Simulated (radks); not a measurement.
Excited configurations of Al II: one electron is placed in a higher orbital outside [Ne] 3s1. The ground configuration is [Ne] 3s2. Method: non-relativistic Kohn-Sham, r2SCAN, spin-polarised, spherical densities, point nucleus; open shells are filled with parallel spins first; meta-GGA in the generalised Kohn-Sham scheme; computed with a radial shooting solver on a logarithmic mesh with Libxc functionals. Excitation = E - E(ground); binding = E(ion) - E, where the ion is the core of charge +2; n* = 2/sqrt(2 binding) in atomic units, and the quantum defect is n - n*.

outer orbital  excitation (eV)  binding (eV)     n*  quantum defect  <r> (bohr)
3p                       4.306        14.074  1.966           1.034       2.777
3d                      11.392         6.988  2.791           0.209       4.251
4d                      14.394         3.986  3.695           0.305       9.007
4f                      14.978         3.402  4.000           0.000       8.929
5s                      14.375         4.005  3.686           1.314       10.39
5p                      14.981         3.399  4.001           0.999       11.90
5d                      15.847         2.533  4.636           0.364       15.13
6s                      15.883         2.497  4.669           1.331       16.63
6d                      16.637         1.743  5.587           0.413       22.73
7d                      17.109         1.271  6.543           0.457       31.81
7f                      17.201         1.179  6.794           0.206       32.87

The Delta-SCF ionisation energy is 18.380 eV (NIST Atomic Spectra Database: 18.829 eV, measured). Self-interaction in the functional shifts the binding energies and quantum defects, so they are the method's values and not measured ones.
